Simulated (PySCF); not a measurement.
# Excitation energy of N by level of theory

N [He] 2s2 2p3 (4S) → N [He] 2s1 2p4 (4P), as a difference of total energies. Calculation: PySCF 2.14, in def2-QZVPPD (8s4p4d2f1g, 63 functions); the non-relativistic Hamiltonian (point nucleus). Correlated levels: valence: 1s2 frozen; valence and next inner shell: nothing frozen. The calculations carry no spin-orbit coupling.

```
                                method  excitation energy (eV)  error (eV)
                                   UHF                  10.887      -0.040
                                   LDA                  10.565      -0.362
                                   PBE                  10.384      -0.543
                                  PBE0                  10.625      -0.302
                                r2SCAN                  10.319      -0.608
                                  TPSS                  10.594      -0.333
                                 B97-3                  11.065      +0.138
                                 wB97X                  11.050      +0.123
                                  MN15                  10.287      -0.640
                         MP2 (valence)                  11.037      +0.110
                     SCS-MP2 (valence)                  11.056      +0.129
    MP2 (valence and next inner shell)                  11.015      +0.088
SCS-MP2 (valence and next inner shell)                  11.041      +0.114
```

Reference: 10.927 eV (measured; NIST levels, between the centres of gravity of the two terms).

Errors of the correlated levels include the incompleteness of this basis and the frozen core.
